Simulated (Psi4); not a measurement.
Pair of molecules: N2 (SMILES N#N) (first 2 atoms) with HBr (SMILES Br); geometry from B3LYP-D3(BJ)/def2-TZVP, rigid monomers moved along the line of their centres of mass till N1···H4 is 4.36 Å.
(charge 0, multiplicity 1):
```
atom   x (Å)    y (Å)    z (Å)
----  ------  -------  -------
N     0.1023  -0.3345   0.1544
N     0.1042  -0.3385  -0.9360
Br    0.0852  -0.2864   5.9422
H     0.0908  -0.3034   4.5166
```

The numbers are results of Psi4 with SAPT0/aug-cc-pVDZ, not measurements.

**Question.** Give the four SAPT terms and the total, and say what mostly holds the pair together.

**Answer.** electrostatics -0.11, exchange 0.00, induction -0.01, dispersion -0.07, total -0.19 kcal/mol; the largest attraction is electrostatics.
